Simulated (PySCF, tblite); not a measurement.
Isomers of C7H8FS (doublet state), one GFN2-xTB conformer each. Single-point energies are computed at B3LYP/pcH-1 (PySCF, gas phase, no added dispersion term), electronic only. GFN2-xTB treats the open shell by occupation alone, and not every SCF solution was tested for stability.

Task: Rank them by B3LYP/pcH-1 energy, lowest first (kcal/mol).
A. `[CH2:1]=[CH:2][C@@H:3]1[CH:4][CH2:5][S:6][C:7]([F:8])=[CH:9]1` (doublet state) with C1–C2–C3–C4 -123°, C2–C3–C4–C5 -156°, C3–C4–C5–S6 69°, C4–C5–S6–C7 -56°, C5–S6–C7–F8 -155°
B. `[CH3:1]/[CH:2]=[C:3]\[CH2:4][CH2:5][C:6]([F:7])=[C:8]=[S:9]` (doublet state) with C2–C3–C4–C5 3°, C3–C4–C5–C6 176°, C4–C5–C6–F7 -67°

Result: A (0.0), B (31.2).

GFN2-xTB itself gives, in the same order: 0.0, 32.8. Both levels put the same isomer lowest.

Task: What happens when harmonic zero-point energies from GFN2-xTB frequencies are added?

Result: 
| SMILES | ZPE (kcal/mol) | electronic (kcal/mol) | with ZPE (kcal/mol) |
| --- | --- | --- | --- |
| C=C[C@@H]1[CH]CSC(F)=C1 | 78.8 | 0.0 | 0.0 |
| C/C=[C]\CCC(F)=C=S | 78.0 | 31.2 | 30.4 |

The zero-point energies span 0.8 kcal/mol. The order is unchanged.
